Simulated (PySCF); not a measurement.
A GIAO shielding run with PySCF 2.14 (density fitting, non-relativistic, gas phase) on `F[C@@H]1CC[C@H](F)[SiH2]1`, C$_{4}$H$_{8}$F$_{2}$Si:

```
$ OMP_NUM_THREADS=1 python probes_run.py task.json out

{"job": {"kind": "nmr", "xc": "PBE0", "basis": "pcSseg-1"}, "charge": 0, "multiplicity": 1}
F      0.052938    -1.770200    -1.502920
C     -0.581607    -1.234148    -0.385270
C     -1.088473     0.167997    -0.721576
C      0.070241     1.152077    -0.584865
C      0.717494     0.921110     0.781441
F      1.994133     1.462988     0.809667
Si     0.719629    -0.993594     1.018203
H     -1.408964    -1.918548    -0.177962
H     -1.502020     0.190049    -1.731114
H     -1.880726     0.426389    -0.016146
H     -0.264740     2.183426    -0.705991
H      0.816153     0.943687    -1.354377
H      0.165516     1.452085     1.566143
H      1.999811    -1.587380     0.660992
H      0.186201    -1.387949     2.321863
```

Hardware: 1 thread of an Arm Neoverse N1, shared host. The job also computes population analyses, field gradients, ring-centre shieldings.

Problem. How large is the calculation?

Solution. 64 electrons, 166 basis functions and 883 auxiliary functions.

Problem. How long does it take, and how much memory does it need?

Solution. 47 s of wall time, with 12 SCF cycles and 4 response iterations; peak memory 0.75 GiB. Times on a shared host scatter by some tens of per cent.
